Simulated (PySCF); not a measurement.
Working out the ionisation energy of Sb+

Sb+ [Kr] 4d10 5s2 5p2 (3P) → Sb(2+) [Kr] 4d10 5s2 5p1 (2P). Computed with PySCF 2.14 in ANO-RCC-VTZP, with the spin-free X2C one-electron Hamiltonian (Gaussian nucleus). Frozen: [Ar] 3d10. Energies in hartree (1 hartree = 27.21139 eV):

```json
{"part": "UHF", "Sb+ (lower)": "-6477.429021", "Sb(2+) (upper)": "-6476.839340"}
{"part": "CCSD correlation", "Sb+ (lower)": "-0.619488", "Sb(2+) (upper)": "-0.602874"}
{"part": "(T)", "Sb+ (lower)": "-0.013481", "Sb(2+) (upper)": "-0.012556"}
```

What does Hartree-Fock give?

(-6476.839340) − (-6477.429021) = 0.589681 hartree = 16.046 eV.

What do CCSD and CCSD(T) give?

The CCSD correlation energies differ by 0.016614 hartree = 0.452 eV and the triples by 0.000925 hartree = 0.025 eV, so CCSD gives 16.498 eV and CCSD(T) 16.523 eV.

A first-order spin-orbit estimate adds -0.073 eV to CCSD(T) (valence and next inner shell), giving 16.450 eV against 16.626 ± 0.025 eV (measured; NIST Atomic Spectra Database, ionization energies).

What remains against the reference includes basis incompleteness, the frozen core and higher excitations.
